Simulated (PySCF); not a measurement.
PySCF input (M06-2X/6-31G* (5d)):

```python
from pyscf import gto, dft

mol = gto.M(
    atom='''
    C     1.30797600   -0.11530800   -0.13642300
    C     0.12161200   -0.00590500   -0.01561900
    O    -1.16888300    0.18455800    0.07224300
    H     2.35837500   -0.21907000   -0.23917900
    H    -1.58484200   -0.53011900    0.57348800
    ''',
    basis='6-31g*',
    charge=1,
    spin=1,
    verbose=4,
)

mf = dft.UKS(mol, xc='m062x')
mf.grids.level = 4
mf.conv_tol = 1e-9
mf.max_cycle = 100
mf.max_memory = 1500
mf.kernel()
if not mf.converged:
    mf = mf.newton()
    mf.kernel(mf.make_rdm1())
mo, _, stable, _ = mf.stability(return_status=True)
if not stable:
    mf.kernel(mf.make_rdm1(mo, mf.mo_occ))
    stable = mf.stability(return_status=True)[2]
mf.dip_moment()
```

Output:

```
PySCF version 2.14.0

[INPUT] verbose = 4
[INPUT] num. atoms = 5
[INPUT] num. electrons = 21
[INPUT] charge = 1
[INPUT] spin (= nelec alpha-beta = 2S) = 1
[INPUT] symmetry False subgroup None
[INPUT] Mole.unit = angstrom
[INPUT] Symbol           X                Y                Z      unit          X                Y                Z       unit  Magmom
[INPUT]  1 C      1.307976000000  -0.115308000000  -0.136423000000 AA    2.471716417504  -0.217900539971  -0.257802107092 Bohr   0.0
[INPUT]  2 C      0.121612000000  -0.005905000000  -0.015619000000 AA    0.229813373461  -0.011158832766  -0.029515632340 Bohr   0.0
[INPUT]  3 O     -1.168883000000   0.184558000000   0.072243000000 AA   -2.208868741660   0.348764074097   0.136519484417 Bohr   0.0
[INPUT]  4 H      2.358375000000  -0.219070000000  -0.239179000000 AA    4.456682849021  -0.413982302108  -0.451982804747 Bohr   0.0
[INPUT]  5 H     -1.584842000000  -0.530119000000   0.573488000000 AA   -2.994917330708  -1.001779723428   1.083735255725 Bohr   0.0

nuclear repulsion = 58.3232991715428
number of shells = 22
number of NR pGTOs = 89
number of NR cGTOs = 46
basis = 6-31g*
ecp = {}

******** <class 'pyscf.dft.uks.UKS'> ********
method = UKS
initial guess = minao
damping factor = 0
level_shift factor = 0
DIIS = <class 'pyscf.scf.diis.CDIIS'>
diis_start_cycle = 1
diis_space = 8
diis_damp = 0
SCF conv_tol = 1e-09
SCF conv_tol_grad = None
SCF max_cycles = 100
direct_scf = True
direct_scf_tol = 1e-13
number electrons alpha = 11  beta = 10
XC library pyscf.dft.libxc version 7.1.2
    S. Lehtola, C. Steigemann, M. J. T. Oliveira, and M. A. L. Marques,  SoftwareX 7, 1–5 (2018)
XC functionals = m062x
    Y. Zhao and D. G. Truhlar,  Theor. Chem. Acc. 120, 215 (2008)
    Y. Zhao and D. G. Truhlar,  Theor. Chem. Acc. 120, 215 (2008)
radial grids:
    Treutler-Ahlrichs [JCP 102, 346 (1995); DOI:10.1063/1.469408] (M4) radial grids

becke partition: Becke, JCP 88, 2547 (1988); DOI:10.1063/1.454033
pruning grids: <function nwchem_prune>
grids dens level: 4
symmetrized grids: False
atomic radii adjust function: <function treutler_atomic_radii_adjust>
small_rho_cutoff = 0
Set gradient conv threshold to 3.16228e-05
tot grids = 116896
init E= -152.962010953373
  alpha nocc = 11  HOMO = -0.298000801847975  LUMO = 0.0364502834486307
  beta  nocc = 10  HOMO = -0.314447648654882  LUMO = -0.298000801847975

WARN: HOMO -0.298000801847975 >= LUMO -0.298000801847975

cycle= 1 E= -152.053513149357  delta_E= 0.908  |g|=  0.3  |ddm|=  1.7
  alpha nocc = 11  HOMO = -0.682381828061552  LUMO = -0.232589044176974
  beta  nocc = 10  HOMO = -0.685285459777363  LUMO = -0.466518557788815
  HOMO = -0.682381828062  LUMO = -0.466518557789  gap/eV = 5.87394
cycle= 2 E= -152.060888891585  delta_E= -0.00738  |g|= 0.315  |ddm|= 0.449
  alpha nocc = 11  HOMO = -0.670258273101314  LUMO = -0.188397813200408
  beta  nocc = 10  HOMO = -0.652184179215083  LUMO = -0.437816977003274
  HOMO = -0.652184179215  LUMO = -0.437816977003  gap/eV = 5.83323
cycle= 3 E= -152.098904757163  delta_E= -0.038  |g|= 0.0655  |ddm|= 0.229
  alpha nocc = 11  HOMO = -0.659402123197811  LUMO = -0.178357540784741
  beta  nocc = 10  HOMO = -0.642940422264715  LUMO = -0.423061945334971
  HOMO = -0.642940422265  LUMO = -0.423061945335  gap/eV = 5.98320
cycle= 4 E= -152.100507812442  delta_E= -0.0016  |g|= 0.0173  |ddm|= 0.0517
  alpha nocc = 11  HOMO = -0.661968220651131  LUMO = -0.179386838321276
  beta  nocc = 10  HOMO = -0.644464246620559  LUMO = -0.423877292489039
  HOMO = -0.644464246621  LUMO = -0.423877292489  gap/eV = 6.00248
cycle= 5 E= -152.100648582139  delta_E= -0.000141  |g|= 0.00913  |ddm|= 0.0188
  alpha nocc = 11  HOMO = -0.663006393556281  LUMO = -0.179745260596291
  beta  nocc = 10  HOMO = -0.644911736091588  LUMO = -0.423868980013458
  HOMO = -0.644911736092  LUMO = -0.423868980013  gap/eV = 6.01488
cycle= 6 E= -152.100709207487  delta_E= -6.06e-05  |g|= 0.00362  |ddm|= 0.00978
  alpha nocc = 11  HOMO = -0.662622719950753  LUMO = -0.179060088042656
  beta  nocc = 10  HOMO = -0.643988610783907  LUMO = -0.422984374846769
  HOMO = -0.643988610784  LUMO = -0.422984374847  gap/eV = 6.01383
cycle= 7 E= -152.100729414277  delta_E= -2.02e-05  |g|= 0.00148  |ddm|= 0.0066
  alpha nocc = 11  HOMO = -0.662974639574533  LUMO = -0.179154475990179
  beta  nocc = 10  HOMO = -0.644066010648348  LUMO = -0.423173605108389
  HOMO = -0.644066010648  LUMO = -0.423173605108  gap/eV = 6.01079
cycle= 8 E= -152.100735759996  delta_E= -6.35e-06  |g|= 0.000449  |ddm|= 0.00498
  alpha nocc = 11  HOMO = -0.662920795985663  LUMO = -0.179074201204374
  beta  nocc = 10  HOMO = -0.643961555212788  LUMO = -0.423144772113792
  HOMO = -0.643961555213  LUMO = -0.423144772114  gap/eV = 6.00873
cycle= 9 E= -152.100736323571  delta_E= -5.64e-07  |g|= 0.000107  |ddm|= 0.00162
  alpha nocc = 11  HOMO = -0.662916163698472  LUMO = -0.179071592887523
  beta  nocc = 10  HOMO = -0.643954421634732  LUMO = -0.423156534195919
  HOMO = -0.643954421635  LUMO = -0.423156534196  gap/eV = 6.00822
cycle= 10 E= -152.100736349561  delta_E= -2.6e-08  |g|= 2.54e-05  |ddm|= 0.000344
  alpha nocc = 11  HOMO = -0.662913121877149  LUMO = -0.179067874136463
  beta  nocc = 10  HOMO = -0.643950802464577  LUMO = -0.423155767065829
  HOMO = -0.643950802465  LUMO = -0.423155767066  gap/eV = 6.00814
cycle= 11 E= -152.100736350789  delta_E= -1.23e-09  |g|= 6.68e-06  |ddm|= 7.99e-05
  alpha nocc = 11  HOMO = -0.662913804076588  LUMO = -0.179069067010919
  beta  nocc = 10  HOMO = -0.643951745525482  LUMO = -0.423156109520634
  HOMO = -0.643951745525  LUMO = -0.423156109521  gap/eV = 6.00816
cycle= 12 E= -152.100736350833  delta_E= -4.37e-11  |g|= 4.87e-06  |ddm|= 1.43e-05
  alpha nocc = 11  HOMO = -0.662913892068627  LUMO = -0.17906849602583
  beta  nocc = 10  HOMO = -0.643951161976737  LUMO = -0.423155982927204
  HOMO = -0.643951161977  LUMO = -0.423155982927  gap/eV = 6.00814
Extra cycle  E= -152.100736350839  delta_E= -5.68e-12  |g|= 5.43e-06  |ddm|= 7.22e-06
converged SCF energy = -152.100736350839  <S^2> = 0.75830486  2S+1 = 2.0082877
uhf_internal: lowest eigs of H = [0.04666954 0.31879142 0.37806881]
<class 'pyscf.dft.uks.UKS'> wavefunction is stable in the internal stability analysis

WARN: System has nonzero charge 1; the dipole moment is origin-dependent.
Location of origin: [0. 0. 0.]

Dipole moment(X, Y, Z, Debye):  1.37198, -1.68261,  0.80855
```

The dipole moment of an ion depends on the origin.

The geometry given is a B3LYP-D3(BJ)/def2-TZVP minimum of the species of charge 0 and multiplicity 1, not of this state.
